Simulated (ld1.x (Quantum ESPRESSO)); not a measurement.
Configuration tests for Sn (PAW)

```
Element                 : tin (Sn)
Generator               : ld1.x (Quantum ESPRESSO) 7.5
Type                    : PAW
Functional              : LDA (PZ)
Relativity              : scalar-relativistic
Frozen core             : [Kr] 4d10
Valence charge          : 4
Reference configuration : 5s2 5p2
Partial waves           : 5s (bound): rcut 1.95, rcutus 2.20 bohr; 5s channel at 1.55 Ry: rcut 1.95, rcutus 2.20 bohr; 5p (bound): rcut 1.55, rcutus 2.15 bohr; 5p channel at 1.2 Ry: rcut 1.55, rcutus 2.15 bohr
Local potential         : all-electron potential smoothed inside 1.65 bohr (lloc = -2)
Core correction         : Bessel-smoothed model core, default radius (core density twice the valence density)
Augmentation charge     : PSQ, inside the norm-conserving radii
```

Energies are relative to the spin-unpolarised reference configuration 5s2 5p2; without spin polarisation the order of configurations can differ from experiment. Not all tests gave a result: test run stopped at test 6 of 9 (negative rho).

```
valence configuration  charge  ΔE all-electron (eV)  error AE − PS (meV)
              5s2 5p1      +1                 7.098                  -11
              5s2 5p0      +2                21.362                  -78
              5s1 5p0      +3                52.813                 -417
            5s2 5p1.5    +0.5                 2.716                 -2.1
            5s2 5p2.3    -0.3                -0.899                 +0.1
```
